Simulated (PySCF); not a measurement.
Excitation energy of Cr²⁺ by level of theory

Cr²⁺ [Ar] 3d4 (5D) → Cr²⁺ [Ar] 3d3 4p1 (high-spin determinant), as a difference of total energies. Computed with PySCF 2.14 in aug-cc-pVDZ (7s6p4d2f, 59 functions), with no relativity, point nucleus. Correlated levels: valence: [Ar] frozen. The calculations carry no spin-orbit coupling.

```json
{"method": "UHF", "excitation energy (eV)": "11.561"}
{"method": "LDA", "excitation energy (eV)": "12.503"}
{"method": "PBE", "excitation energy (eV)": "12.156"}
{"method": "PBE0", "excitation energy (eV)": "12.214"}
{"method": "r2SCAN", "excitation energy (eV)": "12.007"}
{"method": "wB97X", "excitation energy (eV)": "12.423"}
{"method": "M06-2X", "excitation energy (eV)": "12.214"}
{"method": "CAM-B3LYP", "excitation energy (eV)": "12.247"}
{"method": "wB97M-V", "excitation energy (eV)": "12.222"}
{"method": "MP2 (valence)", "excitation energy (eV)": "11.995"}
{"method": "SCS-MP2 (valence)", "excitation energy (eV)": "11.706"}
```

**Question.** How much does correlation contribute at MP2 (valence)?

**Answer.** 11.995 − (11.561) = 0.434 eV, measured against UHF.

A first-order spin-orbit estimate (lowest level to lowest level, LS coupling) adds -0.047 eV.

The determinant of the upper state mixes LS terms, which raises its energy above the lowest term, most at the Hartree-Fock and MP2 levels.
